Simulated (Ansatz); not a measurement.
Consider the substitution at a C–Si bond: `C[SiH2]NC=S` + `N[SiH](S)Cl` → `CS[SiH](N)Cl` + `[SiH3]NC=S`.

Calculated with Ansatz (gas phase, PBE0-D4/def2-TZVP geometries, no zero-point term in ΔE). CCSD(T)/CBS adds triple-zeta CCSD(T) − MP2 to the extrapolated MP2 energy (def2 sets, frozen cores). One conformer a species, not always the lowest.

| species | CCSD(T)/CBS(def2) energy (Eh) |
| --- | --- |
| `C[SiH2]NC=S` | -821.90299 |
| `N[SiH](S)Cl` | -1203.86139 |
| `CS[SiH](N)Cl` | -1243.11728 |
| `[SiH3]NC=S` | -782.62022 |

Question: Work out ΔE.

Answer: ΔE = (-1243.11728) + (-782.62022) − (-821.90299) − (-1203.86139) = 0.02688 Eh = +0.73 eV.

Largest T1 diagnostic among the species: 0.017.

In def2-TZVPP, CCSD(T) changes the Hartree–Fock value by +0.09 eV (the triples alone add +0.00 eV) and MP2 by +0.10 eV.
